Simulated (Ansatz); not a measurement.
Relaxation of CH10N2SiSn (15 atoms, charge 0, multiplicity 1), to a largest force component of 0.015 eV/Å in at most 40 steps.

Method: RKS LDA/def2-SVP (Ansatz).

```xyz
15
Properties=species:S:1:pos:R:3
N 1.975 -0.160 -0.161
C 0.920 -0.780 0.660
N 0.571 0.024 1.829
Sn -0.786 -1.103 -0.491
Si -1.772 1.097 -1.257
H 1.611 -0.239 -1.217
H 2.846 -0.710 -0.125
H 1.348 -1.752 0.975
H 0.284 0.985 1.578
H 1.479 0.157 2.426
H -0.487 -2.093 -1.865
H -2.028 -1.923 0.522
H -0.817 1.816 -2.079
H -3.023 0.901 -2.010
H -2.085 1.911 -0.056
```

Q: Where does it end, and by what steps?

A: It converged. The force dipped under the threshold on the way, but the program's further checks kept it going. After 22 steps the energy has fallen by 0.672 eV; H6 moved furthest, 0.86 Å.

```json
{"step": "0", "energy less start (eV)": "0.0000", "largest force component (eV/Å)": "2.908", "accepted": "yes"}
{"step": "1", "energy less start (eV)": "-0.3890", "largest force component (eV/Å)": "1.350", "accepted": "yes"}
{"step": "2", "energy less start (eV)": "-0.5107", "largest force component (eV/Å)": "0.541", "accepted": "yes"}
{"step": "3", "energy less start (eV)": "-0.5414", "largest force component (eV/Å)": "0.443", "accepted": "yes"}
{"step": "4", "energy less start (eV)": "-0.5807", "largest force component (eV/Å)": "0.429", "accepted": "yes"}
{"step": "5", "energy less start (eV)": "-0.5890", "largest force component (eV/Å)": "1.074", "accepted": "yes"}
{"step": "6", "energy less start (eV)": "-0.6542", "largest force component (eV/Å)": "0.392", "accepted": "yes"}
{"step": "7", "energy less start (eV)": "-0.6626", "largest force component (eV/Å)": "0.205", "accepted": "yes"}
{"step": "8", "energy less start (eV)": "-0.6609", "largest force component (eV/Å)": "0.228", "accepted": "no"}
{"step": "9", "energy less start (eV)": "-0.6681", "largest force component (eV/Å)": "0.042", "accepted": "yes"}
{"step": "10", "energy less start (eV)": "-0.6694", "largest force component (eV/Å)": "0.111", "accepted": "yes"}
{"step": "11", "energy less start (eV)": "-0.6702", "largest force component (eV/Å)": "0.034", "accepted": "yes"}
{"step": "12", "energy less start (eV)": "-0.6707", "largest force component (eV/Å)": "0.011", "accepted": "yes"}
{"step": "13", "energy less start (eV)": "-0.6709", "largest force component (eV/Å)": "0.013", "accepted": "yes"}
{"step": "14", "energy less start (eV)": "-0.6712", "largest force component (eV/Å)": "0.034", "accepted": "yes"}
{"step": "15", "energy less start (eV)": "-0.6714", "largest force component (eV/Å)": "0.031", "accepted": "yes"}
{"step": "16", "energy less start (eV)": "-0.6716", "largest force component (eV/Å)": "0.027", "accepted": "yes"}
{"step": "17", "energy less start (eV)": "-0.6719", "largest force component (eV/Å)": "0.026", "accepted": "yes"}
{"step": "18", "energy less start (eV)": "-0.6721", "largest force component (eV/Å)": "0.029", "accepted": "yes"}
{"step": "19", "energy less start (eV)": "-0.6722", "largest force component (eV/Å)": "0.045", "accepted": "yes"}
{"step": "20", "energy less start (eV)": "-0.6723", "largest force component (eV/Å)": "0.027", "accepted": "yes"}
{"step": "21", "energy less start (eV)": "-0.6725", "largest force component (eV/Å)": "0.010", "accepted": "yes"}
{"step": "22", "energy less start (eV)": "-0.6725", "largest force component (eV/Å)": "0.012", "accepted": "yes"}
```

```xyz
15
Properties=species:S:1:pos:R:3
N 1.992 -0.247 -0.180
C 0.980 -0.781 0.682
N 0.564 0.093 1.729
Sn -0.877 -1.316 -0.374
Si -1.630 1.002 -1.140
H 1.640 0.506 -0.791
H 2.447 -0.959 -0.766
H 1.375 -1.725 1.122
H 0.033 0.901 1.372
H 1.387 0.466 2.232
H -0.490 -2.247 -1.778
H -2.129 -2.121 0.495
H -0.478 1.678 -1.851
H -2.812 1.010 -2.074
H -1.967 1.870 0.050
```

Run time: 51 s on 2 threads of Arm Neoverse V2, with other jobs on the host, peak memory 0.18 GiB.
